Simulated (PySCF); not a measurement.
Which functional comes closest?

Molecule: `Cl[Si]([Si](C)(Cl)Cl)(Cl)Cl`, CH₃Cl₅Si₂.

Molfile (atoms numbered from 1):
```
CH3Cl5Si2
     RDKit          3D

 11 10  0  0  0  0  0  0  0  0999 V2000
   -2.0196   -0.2123    0.1309 C   0  0  0  0  0  0  0  0  0  0  0  0
   -0.7499    1.1317   -0.0049 Si  0  0  0  0  0  4  0  0  0  0  0  0
   -1.0442    2.2132   -1.7358 Cl  0  0  0  0  0  0  0  0  0  0  0  0
   -0.8599    2.4072    1.6131 Cl  0  0  0  0  0  0  0  0  0  0  0  0
    1.4096    0.2726   -0.0948 Si  0  0  0  0  0  4  0  0  0  0  0  0
    1.8319   -0.6789    1.6783 Cl  0  0  0  0  0  0  0  0  0  0  0  0
    1.4635   -1.1291   -1.6007 Cl  0  0  0  0  0  0  0  0  0  0  0  0
    2.8275    1.7049   -0.4583 Cl  0  0  0  0  0  0  0  0  0  0  0  0
   -1.8508   -0.7988    1.0467 H   0  0  0  0  0  0  0  0  0  0  0  0
   -3.0305    0.2208    0.1637 H   0  0  0  0  0  0  0  0  0  0  0  0
   -1.9431   -0.8801   -0.7406 H   0  0  0  0  0  0  0  0  0  0  0  0
  1  2  1  0
  2  3  1  0
  2  4  1  0
  2  5  1  0
  5  6  1  0
  5  7  1  0
  5  8  1  0
  1  9  1  0
  1 10  1  0
  1 11  1  0
M  END
```

Geometry PBE0-D3(BJ)/def2-SVP throughout; GIAO in PySCF 2.14.0 with density-fitted response routines, gas phase, one conformer, non-relativistic; equivalent atoms averaged; basis pcSseg-1.

Reference values (measured; solution; U. Herzog, Habilitationsschrift, TU Bergakademie Freiberg, 2002/2003): δ(Si5) = -0.2 ppm vs TMS, δ(Si2) = 14.0 ppm vs TMS. Computed shifts are taken against TMS, calculated as an isolated molecule at each level.

Question: How do the functionals HF, BLYP, KT2, B3LYP, PBE0, mPW1PW91, CAM-B3LYP, wB97X-D, LC-wPBE perform against the reference? Times are CPU seconds on shared hosts with different chips, so compare them loosely.

Answer: 
```csv
functional,kind,Si5,Si2,mean abs. error Si,core-s
HF,Hartree–Fock,22.1,27.0,17.6,20
BLYP,GGA,31.4,37.2,27.4,32
KT2,GGA,27.4,34.3,23.9,26
B3LYP,global hybrid,31.9,36.7,27.4,32
PBE0,global hybrid,30.1,35.3,25.8,25
mPW1PW91,global hybrid,30.4,35.4,26.0,33
CAM-B3LYP,range-separated hybrid,34.1,37.7,29.0,48
wB97X-D,range-separated hybrid,33.0,36.7,28.0,46
LC-wPBE,range-separated hybrid,33.5,36.4,28.1,52
```

For ²⁹Si the closest is HF (17.6 ppm) and the furthest CAM-B3LYP (29.0 ppm). One molecule is a small sample, and vibrational and solvent effects are absent from the calculation.
